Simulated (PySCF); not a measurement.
GeI⁺: one state, many levels of theory

State: ¹Σ⁺ (singlet), closed shell. Set-up: Ge def2-SVP, I def2-SVP with ECP28; scalar-relativistic core potentials (PySCF 2.14). De refers to Ge⁺ + I in their high-spin ground configurations, without counterpoise correction. A positive dipole points towards I; it is taken about the centre of mass and depends on that origin.

| Level | Re (Å) | ωe (cm⁻¹) | De (eV) | μ (D) |
| --- | --- | --- | --- | --- |
| RHF | 2.408 | 311 | 2.23 | -4.42 |
| RHF-MP2 | 2.404 | 315 | 3.59 | n/a |
| RHF-SCS-MP2 | 2.409 | 311 | 3.42 | n/a |
| RHF-CCSD | 2.412 | 308 | 3.35 | n/a |
| RHF-CCSD(T) | 2.422 | 300 | 3.55 | n/a |
| LDA | 2.400 | 304 | 4.87 | -3.23 |
| PBE | 2.432 | 292 | 4.22 | -3.43 |
| BLYP | 2.458 | 279 | 4.02 | -3.53 |
| r²SCAN | 2.410 | 303 | 4.05 | -3.45 |
| B3LYP | 2.429 | 295 | 3.81 | -3.69 |
| PBE0 | 2.406 | 307 | 3.89 | -3.65 |

The bond length runs from 2.400 Å (LDA) to 2.458 Å (BLYP). De spans 2.23 eV (RHF, mean field) to 4.87 eV (LDA, local density). Correlation at CCSD(T) changes the Hartree–Fock bond energy by +1.32 eV; the triples alone change it by +0.20 eV.

Correlated steps freeze 13 core orbitals. Correlated levels converge slowly with the basis: in double zeta they bind strong bonds too weakly, by up to about 1 eV, and carry superposition errors of some tenths. These are scalar-relativistic numbers at best; spin–orbit coupling would shift them, the dissociation energy most. For an ion De counts to the pair picked by the measured ionisation energies or electron affinities, which need not be the lowest pair at this level. Where the molecule has an RHF reference, its open-shell atoms are computed with UHF.

The whole job (state search and all levels along the bond) took about 1.8 min on 1 thread of Oxide Virtual Turin-like (shared host), peak memory 0.71 GiB.
